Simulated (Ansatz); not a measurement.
Species: C₃H₄NSSi (charge -1, singlet). It need not be the lowest isomer of its formula. Whether it binds its extra electron was not tested at this geometry. 
Coordinates optimised at B3LYP-D3(BJ)/def2-TZVP (Ansatz, a first-principles code):
SMILES: s1c([SiH2-])ncc1
```xyz
10

Si     2.2718    -0.4607     0.2562
C      0.3667    -0.1525     0.2812
N     -0.5194    -0.6640     1.1082
C     -1.8130    -0.4005     0.7500
C     -1.9933     0.3246    -0.3890
S     -0.4468     0.7282    -1.0434
H      2.5938     0.7547    -0.6191
H      2.5651     0.2169     1.5934
H     -2.6183    -0.7778     1.3694
H     -2.9228     0.6221    -0.8471
```
Charge -1, spin multiplicity 1.

Basis-set convergence of Hartree-Fock and CCSD correlation energies (hartree) with Ansatz. Correlated levels leave the core frozen unless marked. Spin-orbit coupling is left out. No relativistic terms. This anion needs diffuse functions, which these sets lack.

```csv
basis,functions,E(HF),"E(corr, CCSD)"
cc-pV(D+d)Z,122,-856.82523,-0.84113
cc-pV(T+d)Z,254,-856.89619,-1.01488
cc-pV(Q+d)Z,468,___,___
```

Q: Fill in the missing entries.

A: 
- cc-pV(Q+d)Z, E(HF): -856.91617
- cc-pV(Q+d)Z, E(corr, CCSD): -1.07129
